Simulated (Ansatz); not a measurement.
C6H4Cl (SMILES Clc1cc[c]cc1), doublet, geometry from GFN2-xTB. Base run: CAM-B3LYP/STO-3G (Ansatz, a quantum-chemistry and plane-wave program).

The Ansatz input:
Ansatz 0.2 input:
```yaml
crystal:
  periodic: [false, false, false]
  atoms:
    - {symbol: Cl, position_ang: [-1.23158168, 1.78779842, 0.11037424]}
    - {symbol: C, position_ang: [-0.24903294, 0.36150318, 0.02231831]}
    - {symbol: C, position_ang: [-0.86478632, -0.87848864, -0.02994881]}
    - {symbol: C, position_ang: [-0.07467049, -2.02421734, -0.10069720]}
    - {symbol: C, position_ang: [1.27785936, -1.85497640, -0.11452164]}
    - {symbol: C, position_ang: [1.91899080, -0.65304962, -0.06459062]}
    - {symbol: C, position_ang: [1.13002066, 0.49346705, 0.00617853]}
    - {symbol: H, position_ang: [-1.94095717, -0.95740572, -0.01614208]}
    - {symbol: H, position_ang: [-0.53509881, -2.99895891, -0.14217376]}
    - {symbol: H, position_ang: [2.99461806, -0.57134804, -0.07824815]}
    - {symbol: H, position_ang: [1.58803999, 1.46971016, 0.04777049]}
basis:
  gaussian:
    orbitals: STO-3G
hamiltonian:
  xc: cam_b3lyp
magnetization: {spin_polarized: true, initial_magnetization: 1}
```

Each row names what was changed in the base input (with any setting that the change needs).

| change | E (Eh) | SCF-reference <S^2> |
|---|---|---|
| base | -683.14051 | 0.765 |
| functional = hse06 | -682.90939 | 0.764 |
| functional = r2scan | -683.19653 | 0.767 |
| functional = PBE0-DH | -682.84727 | 0.808 |
| functional = pbe0; dispersion = d4 | -682.94129 | 0.765 |
| functional = B2GP-PLYP | -682.62250 | 0.961 |
| functional = b3lyp5 | -683.07727 | 0.760 |
| functional = pbe0; dispersion = d3bjatm | -682.94151 | 0.765 |
| functional = blyp | -683.11713 | 0.756 |
| functional = b3lyp; dispersion = d4 | -683.31039 | 0.760 |
| functional = hf | -681.26693 | 1.728 |
| functional = SVWN5 | -679.65924 | 0.757 |
| functional = wB97X | -683.28768 | 0.770 |

Total energies compare only within one method and basis.
